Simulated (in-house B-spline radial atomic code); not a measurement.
A fraction x of an electron is removed from 5s in neutral barium, starting from [Xe] 6s2 and keeping the highest spin. Computed with a radial B-spline atomic code at the basis-set limit: scalar-relativistic (X2C) PBE, spin-polarised, spherical fractional occupations, Fermi nucleus of rms radius 4.8378 fm.

```json
{"x": "0", "E(x) - E(0) (eV)": "0.0000", "5s down level (eV)": "-33.622"}
{"x": "0.05", "E(x) - E(0) (eV)": "1.6928", "5s down level (eV)": "-34.090"}
{"x": "0.13", "E(x) - E(0) (eV)": "4.4502", "5s down level (eV)": "-34.847"}
{"x": "0.32", "E(x) - E(0) (eV)": "?", "5s down level (eV)": "?"}
{"x": "0.42", "E(x) - E(0) (eV)": "?", "5s down level (eV)": "?"}
{"x": "0.5", "E(x) - E(0) (eV)": "18.0079", "5s down level (eV)": "-38.469"}
{"x": "0.64", "E(x) - E(0) (eV)": "23.4924", "5s down level (eV)": "-39.885"}
{"x": "0.78", "E(x) - E(0) (eV)": "29.1766", "5s down level (eV)": "-41.321"}
{"x": "0.89", "E(x) - E(0) (eV)": "33.7847", "5s down level (eV)": "-42.464"}
{"x": "1", "E(x) - E(0) (eV)": "38.5191", "5s down level (eV)": "-"}
```

(1) What belongs in the row x = 0.32?

(2) What belongs in the row x = 0.42?

(3) Check Janak's theorem between x = 0.05 and 0.13.

Results:

(1) An energy change of 11.2448 eV; 5s down at -36.684 eV.

(2) An energy change of 14.9624 eV; 5s down at -37.671 eV.

(3) The slope of the energy is 34.47 eV; the orbital levels give 34.47 eV (-ε of the emptying orbital, averaged over the two points).
